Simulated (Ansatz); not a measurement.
Reaction (substitution at a C–C bond): `FCC(F)(F)C(F)(F)C(F)F` + `C#CCO` → `C#CCOCF` + `FC(F)C(F)(F)C(F)F`

Isolated molecules relaxed with PBE0-D4/def2-TZVP in Ansatz; ΔE leaves out vibrations. CBS: MP2 limit from def2 TZ/QZ plus the TZ coupled-cluster correction, frozen cores. This one scheme is used for every species. DFT in def2-TZVPP. One conformer a species, not always the lowest.

```csv
level,ΔE (kcal/mol)
r2SCAN,0.4
HF/def2-TZVPP,-2.0
```

(1) What does CCSD(T)/CBS give? (Estimate.)

Largest T1 diagnostic among the species: 0.012.

Answers

(1) The calculation gave: +1.0 kcal/mol. The listed levels differ from it by -0.6, -3.0 kcal/mol.

In def2-TZVPP, CCSD(T) changes the Hartree–Fock value by +2.3 kcal/mol (the triples alone add +0.1 kcal/mol) and MP2 by +2.2 kcal/mol.
